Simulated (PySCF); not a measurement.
# Dipole response of Si²⁺ (silicon, charge +2)

[Ne] 3s1 3p1, high-spin 3P determinant (an excited configuration). Calculation: PySCF 2.14, in aug-cc-pVQZ-DK (7s6p4d3f2g, 84 functions); scalar relativity by spin-free X2C-1e. Coupled (time-dependent) response in atomic units; α is the mean over directions.

```tsv
method	mean α (bohr³)	α xx, yy, zz	C₆ (like pair)	S(−4)
UHF	10.61	11.71, 8.398, 11.71	33.91	70.01
PBE	10.29	11.10, 8.662, 11.10	32.31	66.76
PBE0	10.35	11.25, 8.535, 11.25	32.58	67.35
wB97X-V	10.45	11.39, 8.568, 11.39	33.08	68.55
```

S(−4) is the Cauchy moment in α(ω) = α(0) + S(−4) ω² + …

α(iu) at PBE0:

```
u (hartree)  α(iu) (bohr³)
          0          10.35
     0.0500          10.18
      0.100          9.716
      0.200          8.234
      0.300          6.594
      0.500          4.084
      0.750          2.398
       1.00          1.556
       1.50         0.8210
       2.00         0.5227
       3.00         0.2832
       5.00         0.1335
```

For an ion, C₆ is the dispersion term alone; charge-induced terms of lower order in 1/R come first.

The components differ because the open shell of this determinant is not spherical; for a pure term their mean is the scalar polarisability.
